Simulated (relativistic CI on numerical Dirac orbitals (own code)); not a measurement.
**Co³⁺: computed level list**

Method of calculation: Dirac-Coulomb-Breit CI, orbitals from a KLI potential per configuration, model QED (radiative potential, 1s self-energy scaled to tabulated hydrogen-like ionisation energies), valence Slater integrals scaled by 0.85, P86 correlation estimate, and configurations built on the next ion tied to the tabulated ionisation energy (semi-empirical) (own radial code, finite nucleus).

CI space (outside the closed core [Ne] 3s2): 3p⁶3d⁶, 3p⁶3d⁵4s, 3p⁶3d⁵4p, 3p⁶3d⁵4d, 3p⁶3d⁵5s, 3p⁶3d⁵4f, 3p⁶3d⁴4s², 3p⁵3d⁷, 3p⁶3d⁵5p, 3p⁶3d⁵5d, 3p⁶3d⁴4s4p, 3p⁶3d⁵5f, 3p⁶3d⁵5g, 3p⁶3d⁴4p², 3p⁶3d⁴4s4d, 3p⁴3d⁸. Levels of other configurations are missing.

The lowest level is 3p⁶3d⁶ ⁵D4, with 99 % of that term; Hund's rules for 3p⁶3d⁶ give ⁵D with J = 4, in agreement.

| No. | Configuration | Term | J | E (eV) | % | Landé g | jj configuration (%) |
| --- | --- | --- | --- | --- | --- | --- | --- |
| 1 | 3p⁶3d⁶ | ⁵D | 4 | 0.0000 | 99 | 1.500 | 3d3/2^3 3d5/2^3 (47) |
| 2 | 3p⁶3d⁶ | ⁵D | 3 | 0.0764 | 99 | 1.500 | 3d3/2^3 3d5/2^3 (51) |
| 3 | 3p⁶3d⁶ | ⁵D | 2 | 0.1287 | 99 | 1.500 | 3d3/2^2 3d5/2^4 (64) |
| 4 | 3p⁶3d⁶ | ⁵D | 1 | 0.1619 | 99 | 1.500 | 3d3/2 3d5/2^5 (43) |
| 5 | 3p⁶3d⁶ | ⁵D | 0 | 0.1781 | 99 |  | 3d3/2^2 3d5/2^4 (70) |
| 6 | 3p⁶3d⁶ | ³P | 2 | 2.6996 | 99 | 1.499 | 3d5/2^2 (35) |
| 7 | 3p⁶3d⁶ | ³P | 1 | 2.9222 | 99 | 1.499 | 3d3/2 3d5/2^5 (54) |
| 8 | 3p⁶3d⁶ | ³H | 6 | 2.9257 | 99 | 1.166 | 3d3/2^3 3d5/2^3 (65) |
| 9 | 3p⁶3d⁶ | ³H | 5 | 2.9668 | 97 | 1.037 | 3d3/2^3 3d5/2^3 (51) |
| 10 | 3p⁶3d⁶ | ³H | 4 | 2.9810 | 65 | 0.942 | 3d5/2^2 (41) |
| 11 | 3p⁶3d⁶ | ³P | 0 | 3.0038 | 97 |  | 3d5/2^6 (53) |
| 12 | 3p⁶3d⁶ | ³F | 4 | 3.0380 | 67 | 1.105 | 3d3/2^2 3d5/2^4 (71) |
| 13 | 3p⁶3d⁶ | ³F | 3 | 3.0689 | 97 | 1.076 | 3d3/2^3 3d5/2^3 (54) |
| 14 | 3p⁶3d⁶ | ³F | 2 | 3.0984 | 99 | 0.667 | 3d3/2^2 3d5/2^4 (48) |
| 15 | 3p⁶3d⁶ | ³G | 5 | 3.5127 | 97 | 1.196 | 3d3/2^2 3d5/2^4 (51) |
| 16 | 3p⁶3d⁶ | ³G | 4 | 3.5795 | 95 | 1.051 | 3d3/2^2 3d5/2^4 (40) |
| 17 | 3p⁶3d⁶ | ³G | 3 | 3.6120 | 97 | 0.757 | 3d3/2^2 3d5/2^4 (57) |
| 18 | 3p⁶3d⁶ | ¹G | 4 | 4.2602 | 98 | 1.000 | 3d3/2^2 3d5/2^4 (41) |
| 19 | 3p⁶3d⁶ | ³D | 2 | 4.3098 | 98 | 1.165 | 3d3/2^2 3d5/2^4 (41) |
| 20 | 3p⁶3d⁶ | ³D | 1 | 4.3123 | 99 | 0.500 | 3d3/2^2 3d5/2^4 (52) |
| 21 | 3p⁶3d⁶ | ³D | 3 | 4.3334 | 99 | 1.333 | 3d3/2^3 3d5/2^3 (54) |
| 22 | 3p⁶3d⁶ | ¹I | 6 | 4.4080 | 100 | 1.000 | 3d3/2^2 3d5/2^4 (65) |
| 23 | 3p⁶3d⁶ | ¹S | 0 | 4.5997 | 97 |  | 3d3/2^2 3d5/2^4 (30) |
| 24 | 3p⁶3d⁶ | ¹D | 2 | 5.1779 | 98 | 1.001 | 3d3/2^2 3d5/2^4 (30) |
| 25 | 3p⁶3d⁶ | ¹F | 3 | 6.1192 | 98 | 1.001 | 3d3/2^3 3d5/2^3 (66) |
| 26 | 3p⁶3d⁶ | ³P | 0 | 6.8665 | 99 |  | 3d5/2^2 (52) |
| 27 | 3p⁶3d⁶ | ³P | 1 | 6.9405 | 99 | 1.500 | 3d3/2^3 3d5/2^3 (80) |
| 28 | 3p⁶3d⁶ | ³F | 2 | 7.0038 | 99 | 0.666 | 3d3/2^2 3d5/2^4 (62) |
| 29 | 3p⁶3d⁶ | ³F | 4 | 7.0195 | 99 | 1.249 | 3d3/2^2 3d5/2^4 (67) |
| 30 | 3p⁶3d⁶ | ³F | 3 | 7.0266 | 98 | 1.082 | 3d3/2^3 3d5/2^3 (53) |
| 31 | 3p⁶3d⁶ | ³P | 2 | 7.0840 | 99 | 1.499 | 3d3/2^2 3d5/2^4 (57) |
| 32 | 3p⁶3d⁶ | ¹G | 4 | 8.0721 | 99 | 1.000 | 3d3/2^2 3d5/2^4 (46) |
| 33 | 3p⁶3d⁶ | ¹D | 2 | 10.7396 | 99 | 1.000 | 3d3/2^2 3d5/2^4 (65) |
| 34 | 3p⁶3d⁵4s | ⁷S | 3 | 11.5900 | 100 | 2.001 | 3d3/2^2 3d5/2^3 4s (43) |
| 35 | 3p⁶3d⁵4s | ⁵S | 2 | 13.0401 | 99 | 2.001 | 3d3/2^2 3d5/2^3 4s (43) |
| 36 | 3p⁶3d⁶ | ¹S | 0 | 13.5418 | 99 |  | 3d3/2^2 3d5/2^4 (71) |
| 37 | 3p⁶3d⁵4s | ⁵G | 6 | 16.1787 | 100 | 1.333 | 3d3/2^2 3d5/2^3 4s (52) |
| 38 | 3p⁶3d⁵4s | ⁵G | 5 | 16.1862 | 100 | 1.267 | 3d3/2^2 3d5/2^3 4s (64) |
| 39 | 3p⁶3d⁵4s | ⁵G | 4 | 16.1899 | 100 | 1.150 | 3d3/2^2 3d5/2^3 4s (52) |
| 40 | 3p⁶3d⁵4s | ⁵G | 2 | 16.1909 | 99 | 0.333 | 3d3/2^2 3d5/2^3 4s (40) |
| 41 | 3p⁶3d⁵4s | ⁵G | 3 | 16.1910 | 100 | 0.917 | 3d3/2^2 3d5/2^3 4s (42) |
| 42 | 3p⁶3d⁵4s | ⁵P | 3 | 16.8402 | 92 | 1.653 | 3d5/2 4s (30) |
| 43 | 3p⁶3d⁵4s | ⁵P | 2 | 16.8523 | 93 | 1.811 | 3d3/2^2 3d5/2^3 4s (46) |
| 44 | 3p⁶3d⁵4s | ⁵P | 1 | 16.8686 | 96 | 2.470 | 3d3/2^2 3d5/2^3 4s (53) |
| 45 | 3p⁶3d⁵4s | ³G | 5 | 17.1470 | 99 | 1.200 | 3d3/2^2 3d5/2^3 4s (54) |
| 46 | 3p⁶3d⁵4s | ³G | 4 | 17.1536 | 99 | 1.052 | 3d3/2^2 3d5/2^3 4s (54) |
| 47 | 3p⁶3d⁵4s | ³G | 3 | 17.1536 | 99 | 0.751 | 3d3/2^2 3d5/2^3 4s (41) |
| 48 | 3p⁶3d⁵4s | ⁵D | 4 | 17.2371 | 99 | 1.498 | 3d3/2^2 3d5/2^3 4s (58) |
| 49 | 3p⁶3d⁵4s | ⁵D | 0 | 17.2473 | 99 |  | 3d3/2^2 3d5/2^3 4s (79) |
| 50 | 3p⁶3d⁵4s | ⁵D | 1 | 17.2574 | 96 | 1.532 | 3d3/2^2 3d5/2^3 4s (50) |
| 51 | 3p⁶3d⁵4s | ⁵D | 2 | 17.2696 | 92 | 1.522 | 3d3/2 3d5/2^4 4s (41) |
| 52 | 3p⁶3d⁵4s | ⁵D | 3 | 17.2696 | 92 | 1.512 | 3d3/2^2 3d5/2^3 4s (42) |
| 53 | 3p⁶3d⁵4s | ³P | 2 | 17.8062 | 90 | 1.471 | 3d3/2^3 3d5/2^2 4s (32) |
| 54 | 3p⁶3d⁵4s | ³P | 1 | 17.8322 | 94 | 1.450 | 3d3/2^2 3d5/2^3 4s (53) |
| 55 | 3p⁶3d⁵4s | ³P | 0 | 17.8528 | 98 |  | 3d3/2^2 3d5/2^3 4s (54) |
| 56 | 3p⁶3d⁵4s | ³D | 3 | 18.2040 | 99 | 1.332 | 3d3/2^2 3d5/2^3 4s (53) |
| 57 | 3p⁶3d⁵4s | ³D | 1 | 18.2324 | 94 | 0.545 | 3d3/2^2 3d5/2^3 4s (51) |
| 58 | 3p⁶3d⁵4s | ³D | 2 | 18.2381 | 91 | 1.190 | 3d3/2^2 3d5/2^3 4s (35) |
| 59 | 3p⁶3d⁵4s | ³I | 7 | 18.2855 | 100 | 1.143 | 3d3/2^2 3d5/2^3 4s (100) |
| 60 | 3p⁶3d⁵4s | ³I | 6 | 18.2859 | 99 | 1.024 | 3d3/2^2 3d5/2^3 4s (72) |
| 61 | 3p⁶3d⁵4s | ³I | 5 | 18.2881 | 99 | 0.834 | 3d3/2^2 3d5/2^3 4s (49) |
| 62 | 3p⁶3d⁵4s | ¹I | 6 | 18.7657 | 99 | 1.001 | 3d3/2^2 3d5/2^3 4s (76) |
| 63 | 3p⁶3d⁵4s | ³D | 2 | 19.0403 | 44 | 1.035 | 3d3/2^2 3d5/2^3 4s (40) |
| 64 | 3p⁶3d⁵4s | ³D | 3 | 19.0453 | 55 | 1.265 | 3d5/2 4s (35) |
| 65 | 3p⁶3d⁵4s | ⁵F | 1 | 19.0475 | 64 | 0.179 | 3d3/2^2 3d5/2^3 4s (51) |
| 66 | 3p⁶3d⁵4s | ⁵F | 5 | 19.0972 | 98 | 1.397 | 3d3/2^2 3d5/2^3 4s (55) |
| 67 | 3p⁶3d⁵4s | ⁵F | 4 | 19.1054 | 98 | 1.347 | 3d3/2^3 3d5/2^2 4s (39) |
| 68 | 3p⁶3d⁵4s | ⁵F | 3 | 19.1315 | 71 | 1.237 | 3d3/2^2 3d5/2^3 4s (55) |
| 69 | 3p⁶3d⁵4s | ⁵F | 2 | 19.1602 | 51 | 0.939 | 3d3/2^2 3d5/2^3 4s (51) |
| 70 | 3p⁶3d⁵4s | ³D | 1 | 19.2432 | 64 | 0.322 | 3d3/2 3d5/2^4 4s (50) |

Energies count from the lowest computed level. Filled j subshells are mostly left out of the jj labels.

The mean weight of the leading LS term, summed over parents, in these 70 levels is 93 %, and that of the leading jj configuration (from the same eigenvectors) 52 %, so LS coupling describes them better.

Configurations that consist of the next ion and one excited electron were tied to the tabulated ionisation energy; Rydberg ones are usually within 1,000 to 3,000 cm⁻¹ and the lowest ones within about 6,000 (9,000 in d shells), while levels on excited terms of the next ion carry the error of that term, and the other configurations can be misplaced by 10,000 cm⁻¹ or more. Rates follow the energies as ν³ (E1, M1) or ν⁵ (E2), so rates, branching and lifetimes can be off by large factors. The fine structure of a lone outer electron comes out too small, for d and f at times inverted, and misplaced configurations move strength between like terms. 41 of the 41 excited levels that our extract of the measured tables holds in this range could be paired (the sources list more); they are missed by 1871 cm⁻¹ on average and 4597 at most, and levels without a partner can miss by more. Some levels of the ground configuration have no partner and can miss by 10 % or more.

Landé's interval rule says that E(J) − E(J−1) = AJ with one A. For the ground term the intervals give A = -130.7, -134.1, -140.4, -154.1 cm⁻¹ for J = 1, 2, 3, 4; the multiplet is inverted.
